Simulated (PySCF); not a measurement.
**Radial density of In⁺ (indium, charge +1)**

LDA, [Kr] 4d10 5s2, closed-shell 1S. Calculation: PySCF 2.14, in cc-pVTZ-PP with ECP28MDF (5s4p3d1f, 39 functions); a scalar-relativistic core potential. This is the valence pseudo-density: the core potential removes the inner electrons and smooths the orbitals near the nucleus.

| r (bohr) | 4πr²ρ (e/bohr) |
| --- | --- |
| 0.00929 | 1.306e-05 |
| 0.0156 | 3.017e-05 |
| 0.0263 | 5.862e-05 |
| 0.0442 | 0.0001170 |
| 0.0743 | 0.0004055 |
| 0.125 | 0.003719 |
| 0.210 | 0.05581 |
| 0.354 | 1.179 |
| 0.595 | 13.45 |
| 1.00 | 18.73 |
| 1.68 | 4.878 |
| 2.83 | 0.9817 |
| 4.76 | 0.05434 |
| 8.01 | 0.0004109 |

Energies and moments cover only the electrons outside the core potential.
